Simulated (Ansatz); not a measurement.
Job for Ansatz (a program for electronic structure): R-B3LYP/def2-TZVPP on CH5BSe (SMILES CB[SeH]), a point of a torsion scan.

Ansatz 0.2 input:
```yaml
crystal:
  periodic: [false, false, false]
  atoms:
    - {symbol: C, position_ang: [-0.93371711, -0.16369753, 0.12962821]}
    - {symbol: B, position_ang: [0.36869966, 0.70374260, 0.02216061]}
    - {symbol: Se, position_ang: [2.07368306, -0.14083731, -0.10983806]}
    - {symbol: H, position_ang: [-1.32765019, -0.27831941, -0.88239505]}
    - {symbol: H, position_ang: [-0.77313390, -1.16859166, 0.51920142]}
    - {symbol: H, position_ang: [-1.72569673, 0.30353940, 0.71187827]}
    - {symbol: H, position_ang: [0.31369308, 1.86063119, -0.15137454]}
    - {symbol: H, position_ang: [2.75655888, 0.87694034, -0.86866968]}
basis:
  gaussian:
    orbitals: def2-TZVPP
hamiltonian:
  xc: {name: B3LYP}
scf: {lower_state_search: off}
```

The log:

```
WARN ansatz: RAYON_NUM_THREADS=1 ignored (pool sized by the plan → 1); use --threads N
Functional definition: B3LYP
these checks for a lower state are left out or cut short: stability, starts, cluster_reference, orbital_swaps, neighbouring_geometries, increment
integrals: 0.08 GiB planned
1053 factors; their error is unknown
mean field: 0.80 GiB planned
mean field evaluation 1: about -67138.7749 eV, gradient 5.7e1 eV
mean field evaluation 2: about -67131.9987 eV, gradient 7.2e1 eV
mean field evaluation 4: about -67146.5788 eV, gradient 4.6e0 eV
mean field evaluation 8: about -67146.6311 eV, gradient 3.2e-2 eV
mean field evaluation 16: about -67146.9487 eV, gradient 6.5e-5 eV
mean field -67146.94865295 eV, -2467.6048491593 hartree, gradient 3.3e-6 eV, S^2 0.000000; 0 other end points of the search recorded, 0 dependent functions left out
reference -67146.94890011 eV, -2467.6048582426 hartree; 25, 25 occupied and 155, 155 virtual orbitals, 1053 factors
Total energy: -67146.94890011 eV, -2467.6048582426 hartree
Checks for a lower state left out: stability, starts, cluster_reference, orbital_swaps, neighbouring_geometries, increment
```

The calculation finished and met its thresholds.

Cost: about 2.2 core-seconds (a rough figure).
